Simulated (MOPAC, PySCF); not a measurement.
H4GeO4, SMILES `[OH][Ge]([OH])([OH])[OH]`, neutral singlet in the gas phase. 

Cartesian coordinates (Å):
```xyz
9

O      1.3659     0.5528     0.9539
Ge     0.0000     0.0000    -0.0001
O     -0.6862     1.1610    -1.1238
O      0.5938    -1.3325    -0.9765
O     -1.2735    -0.3814     1.1463
H      2.2019     0.3931     0.5077
H     -1.3754     1.6909    -0.7142
H      0.0927    -1.4305    -1.7906
H     -0.9192    -0.6534     1.9972
```
Charge 0, multiplicity 1.

All levels are single points at this geometry (PBE0-D3(BJ)/def2-TZVP); Pople sets use spherical d functions. Orbital energies aren't observables, and empty levels follow the basis.

B3LYP/LANL2DZ in PySCF gives dipole (D) = 0.00.

Task: Estimate the dipole (D) from each of these levels: PBE-D3(BJ)/def2-TZVP in PySCF; ωB97X-D3(BJ)/def2-TZVP in PySCF; B3LYP/3-21G in PySCF; BP86/6-31G* in PySCF; M06-2X/6-31G* in PySCF; PBE/6-31G* in PySCF; HF/3-21G in PySCF; HF/6-31G* in PySCF; HF/STO-3G in PySCF; AM1 in MOPAC; PM3 in MOPAC; PM6 in MOPAC.

Result: 
| level | dipole (D) |
|---|---|
| PBE-D3(BJ)/def2-TZVP in PySCF | 0.00 |
| ωB97X-D3(BJ)/def2-TZVP in PySCF | 0.00 |
| B3LYP/3-21G in PySCF | 0.00 |
| BP86/6-31G* in PySCF | 0.00 |
| M06-2X/6-31G* in PySCF | 0.00 |
| PBE/6-31G* in PySCF | 0.00 |
| HF/3-21G in PySCF | 0.00 |
| HF/6-31G* in PySCF | 0.00 |
| HF/STO-3G in PySCF | 0.00 |
| AM1 in MOPAC | 0.00 |
| PM3 in MOPAC | 0.00 |
| PM6 in MOPAC | 0.00 |
